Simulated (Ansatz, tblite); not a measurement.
Cost and result up the ladder for Na3Pb (the lowest doublet isomer of a short search) (4 atoms). The state is a doublet with charge 0. Geometry: PBE-D4/def2-TZVP.

Cartesian coordinates in Å:
```
Na -1.897 -1.390 -1.255
Na 1.066 2.286 0.865
Na 1.509 -0.706 -0.890
Pb -0.679 -0.190 1.280
```

Ansatz on 4 threads of AMD EPYC 9R45 on a shared host; xTB runs through tblite on one thread. Times are rough, summed over both states, and most runs start from the orbitals of an earlier one. ωB97X-V/def2-TZVP serves as the yardstick here, not as an exact answer. The other state is a quartet at its own geometry, which has other bonds, so the gap mixes isomer and spin.

In the def2 sets Pb takes a core potential; there is no spin–orbit coupling. The xTB rows come from tblite. Correlated methods freeze 7 core orbitals; core or outer-core shells of Na, Pb are correlated, in sets that lack core-valence functions. The structure comes from a short search, and lower isomers may exist.

Run but left out: HF/def2-SVP, HF/def2-TZVP, r2SCANh-D4/def2-TZVP, PBE-QIDH/def2-TZVP, MP2/def2-SVP, MP2/def2-TZVP, CCSD/def2-SVP, CCSD(T)/def2-SVP (doublet: ⟨S²⟩ 1.05 to 2.05, where a pure state has 0.75).

Correlated methods converge slowly with the basis.

xTB has no spin-polarisation term.

| level | functions | wall time | quartet − doublet (eV) | difference from ωB97X-V/def2-TZVP (eV) | remarks |
| --- | --- | --- | --- | --- | --- |
| GFN1-xTB | 16 | 0.002 s | 1.40 | 0.74 | – |
| GFN2-xTB | 16 | 0.002 s | 1.61 | 0.95 | – |
| PBE-D4/def2-TZVP | 146 | 1.9 s | 0.66 | -0.01 | – |
| BLYP-D4/def2-TZVP | 146 | 2.1 s | 0.81 | 0.15 | – |
| PBE0-D4/def2-TZVP | 146 | 2.6 s | 0.57 | -0.10 | spin-contaminated (⟨S²⟩ 0.84) (doublet) |
| RPA@PBE/def2-TZVP | 146 | 3.6 s | 0.57 | -0.10 | – |
| r2SCAN-D4/def2-TZVP (with forces) | 146 | 4.9 s | 0.53 | -0.14 | spin-contaminated (⟨S²⟩ 1.01) (doublet) |
| CAM-B3LYP-D4/def2-TZVP | 146 | 5.2 s | 0.67 | 0.01 | – |
| ωB97X-V/def2-TZVP | 146 | 15 s | 0.67 | 0.00 | – |
